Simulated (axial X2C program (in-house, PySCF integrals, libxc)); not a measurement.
## Spin–orbit effects down a group: molecules with Cr (ions), PBE50

Computed with an in-house relativistic program for diatomic molecules, spin-free (one-electron X2C) or two-component (2c: spin–orbit coupling with atomic mean-field Coulomb and Gaunt terms, which also bring small scalar terms), in Dyall basis sets with cores contracted in-house; open shells are unrestricted.

Basis sets: Cr dyall-cv3z, S dyall-av3z, Se dyall-cv3z, Te dyall-cv3z.

| molecule | spin-free state | Re (Å) | ωe (cm⁻¹) | De (eV) | 2c state | Re 2c (Å) | ωe 2c (cm⁻¹) | De 2c (eV) |
| --- | --- | --- | --- | --- | --- | --- | --- | --- |
| CrS⁺ | M_S = 3/2, Λ = 0 | 2.165 | 360.6 | 1.73 | Ω = 3/2 | 2.166 | 359.7 | 1.73 |
| CrSe⁺ | M_S = 3/2, Λ = 0 | 2.329 | 253.8 | 1.66 | Ω = 3/2 | 2.331 | 252.6 | 1.61 |
| CrTe⁺ | M_S = 3/2, Λ = 0 | 2.579 | 202.8 | 1.67 | Ω = 3/2 | 2.586 | 198.4 | 1.46 |

**Question.** Work out the shifts from the spin-free to the two-component result.

**Answer.** 

```tsv
molecule	2c state	ΔRe (Å)	Δωe (cm⁻¹)	ΔDe (eV)
CrS⁺	Ω = 3/2	0.001	-0.9	0.00
CrSe⁺	Ω = 3/2	0.002	-1.2	-0.05
CrTe⁺	Ω = 3/2	0.007	-4.4	-0.21
```

Shifts of one unit in the last digit are rounding.

Fragments in 2c: Cr+ + S, Se + Cr+, Te + Cr+. Each entry is the lowest single determinant of a limited PBE0 search at one distance. De goes to single-determinant-based atoms at the same level (for ions the charge split of lowest energy) and is withheld (n/a) where an atom does not fit its ground term or J level. Main or longest-lived isotopes. One determinant is a doubtful description, or other states lie close, for CrS⁺, CrSe⁺, CrTe⁺; these need not be ground states, and all values refer to the states named. With several unpaired electrons the Ω given is that of one determinant, not necessarily of the lowest component. Some light 2c atoms are not at their ground J level, so De misses part of their lowering (0.04 eV or less). The functionals have no current term, which raises determinants with orbital currents.
